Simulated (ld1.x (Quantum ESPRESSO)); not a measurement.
## Which change was made? (Al, TM)

- Element: Al (Z = 13)
- Generator: ld1.x (Quantum ESPRESSO) 7.5
- Type: norm-conserving Troullier–Martins (Kleinman–Bylander form)
- Functional: PBEsol
- Relativity: scalar-relativistic
- Frozen core: [Ne]
- Valence charge: 3
- Reference configuration: 3s2 3p1
- Partial waves: 3s (bound): rc 2.30 bohr; 3d channel at 0.35 Ry: rc 2.40 bohr; 3p (bound): rc 1.70 bohr
- Local potential: the p channel
- Core correction: Bessel-smoothed model core, default radius (core density twice the valence density)

Cutoffs, loose and tight: the cutoffs (Ry, on a coarse ladder) from which the occupation-weighted sum of valence levels, in a spherical-Bessel basis at the reference potential, stays within 10 and 1 mRy of its value at 400 Ry. They do not see the model core or the augmentation charge, which bear on the density cutoff. Test errors are all-electron minus pseudo excitation energies from the reference, over the configurations 3s2 3p0; 3s1 3p0; 3s2 3p0.5; 3s1 3p2; 3s1 3p1; 3s0 3p3; 3s2 3p1.3; variants that change the core or the reference have their own tests.

The base gives: outcome: generated; cutoff, loose: 10 Ry; cutoff, tight: 35 Ry; bound ghosts: none; largest test error (meV): -14.

Question: After one change the result is: outcome: generated; cutoff, loose: 6 Ry; cutoff, tight: 30 Ry; bound ghosts: none; largest test error (meV): -127. Which change was it?
A. core correction none
B. type ultrasoft; waves now 3s (bound): rcut 2.00, rcutus 2.30 bohr; 3s channel at 0.3 Ry: rcut 2.00, rcutus 2.30 bohr; 3p (bound): rcut 1.50, rcutus 1.70 bohr; 3p channel at 1.5 Ry: rcut 1.50, rcutus 1.70 bohr; 3d channel at 0.35 Ry: rcut 2.10, rcutus 2.40 bohr; local potential all-electron potential smoothed inside 2.15 bohr (lloc = -1); augmentation PSQ, radius 1.35 bohr
C. wave 3s (bound): rc 2.30 bohr becomes 3s (bound): rc 3.16 bohr
D. core [He], valence charge 11; reference 2s2 2p6 3s2 3p1; waves now 2s (bound): rc 0.90 bohr; 3d channel at 0.35 Ry: rc 0.90 bohr; 2p (bound): rc 1.10 bohr; core correction none
E. all radii but the core radius scaled by about 1.08 (s 2.50, p 1.84, d 2.60 bohr)

Answer: C. The others give: all radii but the core radius scaled by about 1.08 (s 2.50, p 1.84, d 2.60 bohr) → outcome: generated; cutoff, loose: 8 Ry; cutoff, tight: 25 Ry; bound ghosts: none; largest test error (meV): -34 | type ultrasoft; waves now 3s (bound): rcut 2.00, rcutus 2.30 bohr; 3s channel at 0.3 Ry: rcut 2.00, rcutus 2.30 bohr; 3p (bound): rcut 1.50, rcutus 1.70 bohr; 3p channel at 1.5 Ry: rcut 1.50, rcutus 1.70 bohr; 3d channel at 0.35 Ry: rcut 2.10, rcutus 2.40 bohr; local potential all-electron potential smoothed inside 2.15 bohr (lloc = -1); augmentation PSQ, radius 1.35 bohr → outcome: generated; cutoff, loose: 6 Ry; cutoff, tight: 12 Ry; bound ghosts: none; largest test error (meV): -13 | core correction none → outcome: generated; cutoff, loose: 10 Ry; cutoff, tight: 35 Ry; bound ghosts: none; largest test error (meV): +16 | core [He], valence charge 11; reference 2s2 2p6 3s2 3p1; waves now 2s (bound): rc 0.90 bohr; 3d channel at 0.35 Ry: rc 0.90 bohr; 2p (bound): rc 1.10 bohr; core correction none → outcome: generated, misses its reference levels by 0.36 eV; cutoff, loose: 160 Ry; cutoff, tight: 300 Ry; bound ghosts: none; largest test error (meV): +2061.
